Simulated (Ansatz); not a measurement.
CH₅F₃Si₂ (`C[SiH2][Si](F)(F)F`), 11 atoms. Total charge 0; spin multiplicity 1. All runs use 4 threads of a server CPU on a shared host. Correlated methods freeze the cores.

Q: Give the basis size and wall time and peak host memory of each of these runs in Ansatz. RKS PBE0-D4/def2-TZVP relaxation (8 steps); RKS HSE06-D4/def2-TZVPP energy; direct RPA on PBE orbitals/def2-TZVPP energy; RHF-CCSD(T)/def2-SVP energy; RHF-CCSD(T)/def2-TZVPP energy; RKS PBE0-D4/def2-QZVPP energy; RKS PBE0-D4/def2-TZVP frequencies; RKS PBE0-D4/def2-SVP energy; RKS B97M-V/def2-TZVPP energy; RHF-MP2/def2-QZVPP energy; RKS B3LYP-D4/def2-TZVPP energy and forces; RKS ωB97M-V/def2-QZVPP energy. (Best estimate.)

A: The calculation gave: Other jobs shared the machine, so times are rough.

```tsv
level	job	functions	wall time	peak host memory (GiB)
RKS PBE0-D4/def2-SVP	energy	117	1.4 s	0.27
direct RPA on PBE orbitals/def2-TZVPP	energy	278	6.5 s	0.69
RKS HSE06-D4/def2-TZVPP	energy	278	6.5 s	0.87
RKS B3LYP-D4/def2-TZVPP	energy and forces	278	7.5 s	0.89
RHF-CCSD(T)/def2-SVP	energy	117	8.5 s	0.66
RKS B97M-V/def2-TZVPP	energy	278	10 s	0.5
RKS PBE0-D4/def2-QZVPP	energy	518	16 s	2.2
RKS ωB97M-V/def2-QZVPP	energy	518	28 s	2.5
RHF-MP2/def2-QZVPP	energy	518	32 s	3.4
RKS PBE0-D4/def2-TZVP	relaxation (8 steps)	228	42 s	0.68
RHF-CCSD(T)/def2-TZVPP	energy	278	4.2 min	8
RKS PBE0-D4/def2-TZVP	frequencies	228	4.8 min	0.73
```

B3LYP here is the variant with VWN-RPA as its local correlation; programs differ in this. HSE06 is defined as in plane-wave codes.
